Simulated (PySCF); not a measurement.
# Structure revision by computed shifts

A compound C$_{7}$H$_{8}$FN gives the data below (simulated from a calculation) and was assigned the structure `Cc1cc(F)ccc1N`.

$^{13}$C{$^{1}$H} NMR (computed): δ 171.7 (C), 149.0 (C), 134.2 (CH, 2C), 122.1 (CH, 2C), 53.7 (CH2).

$^{1}$H NMR (500 MHz, computed): δ 7.46 (m, 2H), 7.34 (m, 2H), 3.79 (s, 2H), 0.67 (br s, 2H).

Computed data (PySCF): σ from GIAO-PBE0/pcSseg-1, GFN2-xTB structure. In vacuum, rapidly exchanging positions averaged, one conformer, no relativistic terms.

δ = σ(ref) − σ, references computed at the same level: TMS for $^{1}$H and $^{13}$C.

(1) Compare with the shifts computed for the proposed structure, pairing carbons in order of shift.

(2) Which isomer fits?

## Answers

(1) Atom-mapped SMILES (the numbers label the heavy atoms): `[CH3:1][c:2]1[cH:3][c:4]([F:5])[cH:6][cH:7][c:8]1[NH2:9]`; H(Xn) means a hydrogen on atom n.

| atom | computed for proposal | given list | difference |
| --- | --- | --- | --- |
| C4 | 164.7 | 171.7 | -7.0 |
| C8 | 146.0 | 149.0 | -3.0 |
| C2 | 125.0 | 134.2 | -9.2 |
| C3 | 123.0 | 134.2 | -11.2 |
| C6 | 119.7 | 122.1 | -2.4 |
| C7 | 117.4 | 122.1 | -4.7 |
| C1 | 20.2 | 53.7 | -33.5 |

The rms difference is 14.2 ppm and the largest -33.5 ppm at C1 (methyl carbon on an aromatic ring). The proposal also would give 7 carbon signals, not 5. The carbon types in order of shift don't match either: C, C, C, CH, CH, CH, CH3 for the proposal against C, C, CH, CH, CH, CH, CH2 in the data. The proposal doesn't fit.

(2) `NCc1ccc(F)cc1`.

1. Carbon types of the structure: 2 × C, 4 × CH, 1 × CH2, leaving 2 H on heteroatoms.
2. δC 171.7: aromatic carbon bearing fluorine; an ipso carbon deshielded by its heteroatom.
3. δC 149.0: substituted aromatic carbon.
4. δC 134.2, 122.1: aromatic CH.
5. δH 3.79: hydrogen on an sp3 CH2 bonded to N, on an aromatic ring; its carbon carries N, an electronegative neighbour.

Other isomers checked: Cc1cc(N)cc(F)c1 (rms 17.6 ppm).

This is the structure that produced the data.

OH and NH positions are those of a molecule without intermolecular hydrogen bonds; in solution they move with solvent, concentration and temperature, and exchange usually removes their couplings. Splittings by $^{19}$F in the carbon and heteronuclear signals aren't shown, as no couplings were computed. Shifts are as computed. Against solution values, carbons near 30 ppm lie about +3 ppm off and those near 130 ppm about +5 ppm. Of 1211 compounds with measured shifts, 218 miss one by over three times the rms of a fit or turn the order of signals round; such compounds aren't used in these exercises. Multiplicities follow the n + 1 count of equivalent neighbours, as no J values were calculated; m marks all less simple cases, F and P coupling included.
